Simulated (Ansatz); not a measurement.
Computed with Ansatz on PBE0-D4/def2-TZVP structures; ΔE is electronic, products minus reactants. CCSD(T)/CBS is the MP2 limit (def2-TZVPP, def2-QZVPP) plus CCSD(T) − MP2 in def2-TZVPP, frozen cores. This one scheme is used for every species. Functionals use def2-TZVPP. One conformer a species, not always the lowest.

Reaction (ligand exchange at the Al–C bond): `[AlH2][CH2]OCS` + CH₃NH₂ → `C[NH][AlH2]` + `COCS`

`[AlH2][CH2]OCS`:

Cartesian coordinates in Å:
```
Al 1.378 -0.080 -2.070
C 0.154 0.478 -0.632
O 0.432 -0.216 0.575
C -0.436 0.081 1.617
S -2.139 -0.534 1.411
H 2.416 -1.260 -1.869
H 1.272 0.695 -3.453
H -0.886 0.288 -0.947
H 0.212 1.568 -0.468
H -0.012 -0.350 2.523
H -0.553 1.164 1.751
H -1.837 -1.834 1.560
```

CH₃NH₂:

```xyz
7

C    -0.421   -0.234    0.301
N     0.837    0.281   -0.210
H    -1.288   -0.105   -0.364
H    -0.654    0.254    1.250
H    -0.318   -1.302    0.509
H     0.766    1.272   -0.400
H     1.077   -0.166   -1.086
```

`C[NH][AlH2]`:

Z-matrix (Å, degrees):
```
C
N 1 1.447
H 1 1.097 2 112.3
H 1 1.097 2 112.4 3 121.5
H 1 1.093 2 109.8 3 -119.2
Al 2 1.767 1 128.6 3 119.4
H 2 1.010 1 111.9 3 -60.6
H 6 1.584 2 117.5 1 179.9
H 6 1.584 2 117.5 1 0.1
```

`COCS`:

Cartesian coordinates in Å:
```
C 0.956 -0.945 0.388
O 0.016 -0.028 0.893
C -0.358 0.951 -0.014
S -1.362 0.378 -1.424
H 1.879 -0.434 0.080
H 0.553 -1.495 -0.469
H 1.185 -1.643 1.192
H -0.923 1.699 0.540
H 0.512 1.431 -0.480
H -2.458 0.086 -0.706
```

| level | ΔE (kJ/mol) |
| --- | --- |
| ωB97X-V | -116.1 |
| MP2/def2-TZVPP | -122.3 |

(1) What does CCSD(T)/CBS give? (An estimate is asked.)

Largest T1 diagnostic among the species: 0.012.

## Answers

(1) Ansatz gave: -117.5 kJ/mol. The listed levels differ from it by 1.4, -4.8 kJ/mol.
